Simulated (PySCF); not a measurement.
A GIAO shielding run with PySCF (density fitting, non-relativistic, gas phase) on SMILES C1CCP(CC)CCC1, C8H17P:

```
$ OMP_NUM_THREADS=1 python probes_run.py task.json out

{"job": {"kind": "nmr", "xc": "PBE0", "basis": "pcSseg-1"}, "charge": 0, "multiplicity": 1}
C      3.378402     0.244668     0.911291
C      2.407671    -0.491364    -0.002476
P      0.658991    -0.477954     0.652956
C     -0.113929    -1.316370    -0.823533
C     -1.585782    -1.663802    -0.606684
C     -2.342049    -0.618015     0.210751
C     -2.234840     0.813158    -0.328838
C     -1.216077     1.664925     0.430007
C      0.237432     1.277055     0.183460
H      4.397700     0.151326     0.539617
H      3.134772     1.303230     0.968732
H      3.339823    -0.168686     1.917090
H      2.704185    -1.542168    -0.072226
H      2.432030    -0.065917    -1.010686
H      0.003366    -0.659235    -1.690459
H      0.450742    -2.231422    -1.021986
H     -1.657758    -2.617108    -0.078167
H     -2.070962    -1.791088    -1.578889
H     -1.959013    -0.639593     1.235164
H     -3.392281    -0.916858     0.251089
H     -3.207872     1.301671    -0.236676
H     -1.983063     0.795769    -1.390897
H     -1.344681     2.711137     0.134270
H     -1.430534     1.598335     1.499616
H      0.875016     1.927325     0.790008
H      0.497664     1.433594    -0.869259
```

Hardware: 1 thread of an Intel Xeon Platinum 8488C, shared host. The job also computes population analyses, field gradients, ring-centre shieldings.

(1) How large is the calculation?

(2) How long does it take, and how much memory does it need?

Answers

(1) 80 electrons, 245 basis functions and 1287 auxiliary functions.

(2) 49 s of wall time, with 14 SCF cycles and 4 response iterations; peak memory 1.1 GiB. Times on a shared host scatter by some tens of per cent.
